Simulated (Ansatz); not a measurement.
Input file for Ansatz (a program for electronic structure): R-wB97M-V/def2-TZVPP on H2SSn (SMILES [SH][SnH]), a point of a torsion scan. Elements past Kr take the def2 small-core potentials; no spin–orbit coupling.

Ansatz 0.2 input:
```yaml
crystal:
  periodic: [false, false, false]
  atoms:
    - {symbol: S, position_ang: [-1.23590107, 0.49168867, 0.41268432]}
    - {symbol: Sn, position_ang: [1.09058170, 0.75785568, -0.24786523]}
    - {symbol: H, position_ang: [-1.53960490, -0.50637221, -0.40042053]}
    - {symbol: H, position_ang: [0.80488630, 0.17359864, -1.98328572]}
basis:
  gaussian:
    orbitals: def2-TZVPP
hamiltonian:
  xc: {name: wB97M-V}
scf: {lower_state_search: off}
```

The head of its log:

```
WARN ansatz: RAYON_NUM_THREADS=1 ignored (pool sized by the plan → 1); use --threads N
Functional definition: wB97M-V
these checks for a lower state are left out or cut short: stability, starts, cluster_reference, orbital_swaps, neighbouring_geometries, increment
integrals: 0.06 GiB planned
841 factors; their error is unknown
integrals: 0.09 GiB planned
171 factors; integrals over basis functions are off by at most 5.1e-5 eV
mean field: 0.52 GiB planned
mean field evaluation 1: about -16697.0633 eV, gradient 1.6e1 eV
mean field evaluation 2: about -16697.5820 eV, gradient 1.4e1 eV
```

Predict the final total energy.

-613.6431 hartree.
